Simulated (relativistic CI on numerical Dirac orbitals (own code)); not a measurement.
## Hyperfine structure of Zr XIII, mass number 91

Computed by Dirac-Coulomb-Breit CI, separate exchange-only KLI orbitals for each configuration, model QED (radiative potential, 1s self-energy scaled to tabulated hydrogen-like ionisation energies), unscaled Slater integrals (own radial code, finite nucleus).

Configurations in the expansion (outside the closed core [Ne] 3s2): 3p⁶3d¹⁰, 3p⁶3d⁹4s, 3p⁶3d⁹4p, 3p⁶3d⁹4d, 3p⁶3d⁸4s², 3p⁶3d⁸4s4p, 3p⁶3d⁹4f, 3p⁶3d⁹5s, 3p⁶3d⁸4p², 3p⁶3d⁹5p, 3p⁶3d⁸4s4d, 3p⁵3d¹⁰4s, 3p⁶3d⁹5d, 3p⁶3d⁸4p4d, 3p⁶3d⁹5f, 3p⁵3d¹⁰4p. Levels of other configurations are missing.

Nuclear spin I = 5/2, μ = -1.3022 μN, Q = -0.176 b (tables of Stone and Pyykkö). The electronic factors are computed for point nuclear moments, without core polarisation or the Bohr-Weisskopf and QED corrections.

```json
{"Level": "3p⁶3d⁹4s ³D3", "E (cm⁻¹)": "1313161", "A (MHz)": "-8202", "B (MHz)": "1120"}
{"Level": "3p⁶3d⁹4s ³D2", "E (cm⁻¹)": "1317708", "A (MHz)": "3977", "B (MHz)": "765"}
{"Level": "3p⁶3d⁹4s ³D1", "E (cm⁻¹)": "1333136", "A (MHz)": "5405", "B (MHz)": "409"}
{"Level": "3p⁶3d⁹4s ¹D2", "E (cm⁻¹)": "1337959", "A (MHz)": "-12210", "B (MHz)": "946"}
{"Level": "3p⁶3d⁹4p ³P°2", "E (cm⁻¹)": "1519607", "A (MHz)": "-3.279", "B (MHz)": "409"}
{"Level": "3p⁶3d⁹4p ³F°3", "E (cm⁻¹)": "1527633", "A (MHz)": "-3282", "B (MHz)": "724"}
{"Level": "3p⁶3d⁹4p ³P°1", "E (cm⁻¹)": "1541890", "A (MHz)": "-1358", "B (MHz)": "-38.1"}
{"Level": "3p⁶3d⁹4p ³F°2", "E (cm⁻¹)": "1543709", "A (MHz)": "-5329", "B (MHz)": "710"}
```

Levels with J = 0, under 50 % of one LS term, or S terms without an open s electron are left out. Small factors come from cancelling terms and can be off by tens of per cent or more.

At this charge energies of transitions that change n are usually good to better than 1 %, and those within a shell (Δn = 0) to a few per cent.

Task: Give the hyperfine levels of 3p⁶3d⁹4s ³D3 relative to its centre of gravity.

Result: With K = F(F + 1) − I(I + 1) − J(J + 1), E = AK/2 + B[¾K(K + 1) − I(I + 1)J(J + 1)]/[2I(2I − 1)J(2J − 1)]: F = 1/2: 82690, F = 3/2: 70080, F = 5/2: 49190, F = 7/2: 20170, F = 9/2: -16740, F = 11/2: -61230 MHz.

LS names give the leading component of a level, which can be under half, so a name can repeat, a term be missing and a line seem to break the LS rules.
